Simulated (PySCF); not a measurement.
Species: C₇H₁₂ClFO.
Z-matrix (Å and degrees, PBE0-D3(BJ)/def2-SVP geometry), rows numbered from 1:
```
C 
O   1  1.4060
C   2  1.3701  1  115.92
F   3  1.3940  2  108.74  1   -60.73
C   3  1.5407  2  116.81  1    60.78
C   5  1.5382  3  105.46  2   137.30
C   6  1.5344  5  105.49  3    12.39
C   7  1.5102  6  115.07  5  -157.50
Cl  8  1.7908  7  111.83  6   -61.96
C   3  1.5178  2  110.44  1  -178.45
H   1  1.1048  2  111.98  3   -64.59
H   1  1.0975  2  106.94  3   176.62
H   1  1.1016  2  111.41  3    57.52
H   5  1.0987  3  109.09  2  -101.48
H   5  1.0992  3  110.06  2    16.74
H   6  1.0980  5  113.54  3   135.68
H   6  1.1030  5  110.09  3  -104.79
H   7  1.1032  6  108.90  5    80.45
H   8  1.1006  7  111.10  6    57.31
H   8  1.0987  7  111.50  6   178.46
H  10  1.0987  3  110.86  2    73.98
H  10  1.1025  3  108.09  2   -45.09
```

Theory: PySCF 2.14.0, PBE0-D3(BJ)/def2-SVP geometry optimisation, gas phase.

Masses are those of the commonest isotopes; rigid-rotor values at the optimised geometry. The values belong to one conformer with, in the numbering `[CH3:1][O:2][C@@:3]1([F:4])[CH2:5][CH2:6][C@@H:7]([CH2:8][Cl:9])[CH2:10]1`, C1–O2–C3–F4 -61°, C6–C7–C8–Cl9 -62°, O2–C3–C5–C6 137°, C3–C5–C6–C7 12°, C5–C6–C7–C8 -157°, C6–C7–C10–C3 43°.

Question: What are A, B and C (MHz)?

Answer: Ia = 152.32, Ib = 1029.67, Ic = 1056.87 u·Å²; 505379 MHz·u·Å²/I gives A = 3318, B = 490.8, C = 478.2 MHz.

Question: Classify the top.

Answer: A near-prolate asymmetric top: κ = (2 × 490.8 − 3318 − 478.2)/(3318 − 478.2) = -0.99.

Question: Is it planar, by Δ = Ic − Ia − Ib?

Answer: Not planar: Δ = Ic − Ia − Ib = -125.11 u·Å². For a rigid frame Δ = −2 Σ m c², so Σ m c² = 62.56 u·Å² lies off the ab plane: 11.46 from hydrogen and 51.10 from heavier atoms. The atom farthest from that plane is 1.60 Å away.

Question: Give the other two planar moments, Paa and Pbb, and the rms extents of the mass along the axes.

Answer: Paa = Σ m a² = (Ib + Ic − Ia)/2 = 967.12 and Pbb = Σ m b² = (Ia + Ic − Ib)/2 = 89.76 u·Å². With the mass M = 166.06 u, the rms extents √(P/M) along a, b and c are 2.41, 0.74, 0.61 Å.

Question: Give the coordinates in the principal-axis frame, origin at the centre of mass.

Answer: The sense of each axis is arbitrary; atoms in the order of the calculation.
```
atom  mass (u)   a (Å)   b (Å)   c (Å)
  C1    12.000  -3.823  -0.294  -0.290
  O2    15.995  -2.675   0.427  -0.661
  C3    12.000  -1.533   0.136   0.038
  F4    18.998  -1.748   0.422   1.385
  C5    12.000  -1.017  -1.313  -0.045
  C6    12.000   0.507  -1.197  -0.217
  C7    12.000   0.843   0.268   0.088
  C8    12.000   2.140   0.764  -0.506
 Cl9    34.969   3.551  -0.137   0.128
 C10    12.000  -0.385   1.008  -0.436
 H11     1.008  -3.717  -1.375  -0.493
 H12     1.008  -4.653   0.094  -0.894
 H13     1.008  -4.058  -0.155   0.777
 H14     1.008  -1.300  -1.848   0.873
 H15     1.008  -1.483  -1.831  -0.895
 H16     1.008   1.074  -1.894   0.415
 H17     1.008   0.788  -1.416  -1.261
 H18     1.008   0.884   0.405   1.182
 H19     1.008   2.148   0.640  -1.600
 H20     1.008   2.309   1.825  -0.275
 H21     1.008  -0.500   2.038  -0.072
 H22     1.008  -0.395   1.018  -1.538
```

Question: List the rotational levels J(Ka,Kc) to J = 5 (K).

Answer: Above 0(0,0), as E/k:
J = 1: 1(0,1) 0.047, 1(1,1) 0.182, 1(1,0) 0.183
J = 2: 2(0,2) 0.140, 2(1,2) 0.275, 2(1,1) 0.276, 2(2,1) 0.683, 2(2,0) 0.683
J = 3: 3(0,3) 0.279, 3(1,3) 0.413, 3(1,2) 0.417, 3(2,2) 0.823, 3(2,1) 0.823, 3(3,1) 1.503, 3(3,0) 1.503
J = 4: 4(0,4) 0.465, 4(1,4) 0.598, 4(1,3) 0.604, 4(2,3) 1.009, 4(2,2) 1.009, 4(3,2) 1.689, 4(3,1) 1.689, 4(4,1) 2.641, 4(4,0) 2.641
J = 5: 5(0,5) 0.697, 5(1,5) 0.829, 5(1,4) 0.838, 5(2,4) 1.242, 5(2,3) 1.242, 5(3,3) 1.921, 5(3,2) 1.921, 5(4,2) 2.873, 5(4,1) 2.873, 5(5,1) 4.097, 5(5,0) 4.097
Those of J = 1 are B + C, A + C and A + B.

Question: Which types of transition are allowed, and where do some lines up to J = 5 fall?

Answer: The dipole components are |μa| = 1.55 D, |μb| = 0.48 D, |μc| = 1.23 D. The squared components, which scale the intensities, stand as 1.00 : 0.10 : 0.63 (a : b : c). Some lines, for components of 0.1 D or more:

```
type  branch         J(Ka,Kc)    MHz  lower level (cm⁻¹)
   b       R  4(0,4) ← 3(1,3)   1080               0.287
   a       R  2(0,2) ← 1(0,1)   1938               0.032
   a       R  4(2,3) ← 3(2,2)   3876               0.572
   b       Q  4(2,2) ← 4(1,3)   8438               0.420
   b       Q  2(2,1) ← 2(1,2)   8519               0.191
   c       R  2(2,0) ← 1(1,0)  10432               0.127
   b       R  3(2,2) ← 2(1,1)  11388               0.192
   c       R  5(2,4) ← 4(1,4)  13409               0.416
   b       R  5(2,3) ← 4(1,4)  13410               0.416
   b       Q  4(3,1) ← 4(2,2)  14167               0.701
   c       R  5(3,2) ← 4(2,2)  19012               0.701
   b       Q  5(4,2) ← 5(3,3)  19834               1.335
   c       R  4(4,0) ← 3(3,0)  23710               1.045
   b       R  5(4,2) ← 4(3,1)  24679               1.174
   b       R  5(4,1) ← 4(3,2)  24679               1.174
   b       Q  5(5,1) ← 5(4,2)  25501               1.997
```

No PBE0-D3(BJ)/def2-SVP frequencies stand behind this structure, so it isn't proved a minimum. No vibrational averaging or centrifugal distortion is included, and the geometry carries the error of its method. A rigid rotor knows nothing of internal rotation, which can split or shift real lines. Quadrupole hyperfine structure (35Cl) is left out.

Rough CPU time on one thread of a shared machine: about 13 min. That covers the optimisation of the geometry.
